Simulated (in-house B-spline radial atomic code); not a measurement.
Checks on a self-consistent run for the argon ion Ar⁶⁺, [He] 2s1 2p6 3s2 (6d5/2)1. Method: Dirac-Hartree-Fock, average of the jj configuration, Fermi nucleus of rms radius 3.4274 fm. Calculated with a radial B-spline atomic code at the basis-set limit.

```json
{"orbital": "1s1/2", "q": "2", "ε (Eh)": "-125.69724", "<1/r>": "17.7061", "<r²>": "0.00986035", "small-component weight": "0.0041218"}
{"orbital": "2s1/2", "q": "1", "ε (Eh)": "-18.32859", "<1/r>": "3.65815", "<r²>": "0.194064", "small-component weight": "0.00069994"}
{"orbital": "2p1/2", "q": "2", "ε (Eh)": "-15.39473", "<1/r>": "3.57241", "<r²>": "0.160656", "small-component weight": "0.00067449"}
{"orbital": "2p3/2", "q": "4", "ε (Eh)": "-15.30549", "<1/r>": "3.5434", "<r²>": "0.162429", "small-component weight": "0.00066984"}
{"orbital": "3s1/2", "q": "2", "ε (Eh)": "-5.23438", "<1/r>": "1.25965", "<r²>": "1.44816", "small-component weight": "0.00018401"}
{"orbital": "6d5/2", "q": "1", "ε (Eh)": "-0.72978", "<1/r>": "0.21369", "<r²>": "51.7173", "small-component weight": "2.2114e-05"}
```

Electron-electron repulsion V_ee = 128.9171 hartree.

What total energy follows from the eigenvalues?

The eigenvalues count the repulsion twice, so E = Σqε - V_ee = -372.933 - 128.917 = -501.850 hartree; the run printed -501.850.

Does the Dirac virial theorem hold?

For a point nucleus E = -2c²Σq·w, with w the small-component weight. Here Σq·w = 0.013362 and c = 137.0360, so the ratio E/(-2c²Σq·w) is 1.000003.

What diamagnetic shielding (Lamb formula) and susceptibility (Langevin formula) do the radii give?

σ = (α²/3)Σq<1/r> = 63.1217/(3·137.036²) = 1120.4 ppm, and χ = -0.79199×10⁻⁶·Σq<r²> = -44.19×10⁻⁶ cm³/mol with Σq<r²> = 55.798 bohr². Both are non-relativistic formulas without the paramagnetism of open shells.
